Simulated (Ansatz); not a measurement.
Z-matrix (Å, degrees):
```
Si
C 1 1.825
C 1 1.835 2 51.3
O 1 1.639 2 123.3 3 108.3
H 1 1.471 2 121.9 3 -106.0
H 2 1.087 1 121.5 3 106.3
H 2 1.087 1 120.0 3 -105.0
Si 3 1.848 1 121.9 2 -108.4
H 3 1.090 1 116.5 2 104.8
H 4 0.958 1 118.4 2 -29.0
H 8 1.490 3 109.0 1 27.0
H 8 1.488 3 111.0 1 -92.7
H 8 1.491 3 112.3 1 145.8
```

Charge 0, multiplicity 1.

Task: List the PBE0/def2-TZVPP orbital energies in eV (the Gaussian-basis code of Ansatz). (An estimate is asked.)

Result: Computed: Occupied: -1803.01, -1802.20, -523.09, -278.19, -278.06, -145.28, -144.55, -99.97, -99.94, -99.93, -99.21, -99.20, -99.19, -28.51, -21.76, -16.93, -15.91, -14.58, -13.44, -12.20, -11.18, -10.89, -10.40, -9.72, -9.63, -9.20, -8.25, -6.86. Lowest empty: 0.27, 0.71, 0.93, 1.30, 1.66, 1.84, 2.09, 2.15.
